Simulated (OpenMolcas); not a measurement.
**Predicting a hybrid from its neighbours: SnSiH4OF**

SnSiH4OF: 8 atoms, total charge 0, spin state doublet. SMILES: `[F][SnH][O][SiH3]`. Geometry: relaxed at PBE0-D4/def2-TZVP. This is one conformer, not always the lowest.

The vertical energy of the quartet above the doublet y, in eV, basis def2-SVP with a core potential; a is the functional's share of exact exchange. Programs: OpenMolcas 26.06.

```
functional     program     a  y (eV)
  U-r2SCAN  OpenMolcas     0    6.53
     UBLYP  OpenMolcas     0    6.33
    UB3LYP  OpenMolcas   0.2    6.70
     UPBE0  OpenMolcas  0.25       ?
    UBHLYP  OpenMolcas   0.5    7.00
```

Question: Fit y = c + s·a to the known rows and predict UPBE0.

Answer: 
1. Means of the 4 rows: a = 0.1750, y = 6.640.
2. Σ(Δa)² = 0.1675, Σ(Δa·Δy) = 0.192, so the slope is 0.192/0.1675 = 1.1463.
3. Intercept: 6.640 − (1.1463) × 0.1750 = 6.439. The largest residual of the fit is 0.11.
4. UPBE0: 6.439 + (1.1463) × 0.25 = 6.73 eV.

The run gave 6.67 eV, so the prediction is off by +0.06 eV, within the largest residual. The rows mix families of semi-local functionals, which the line can't see. Spin-orbit coupling is left out.
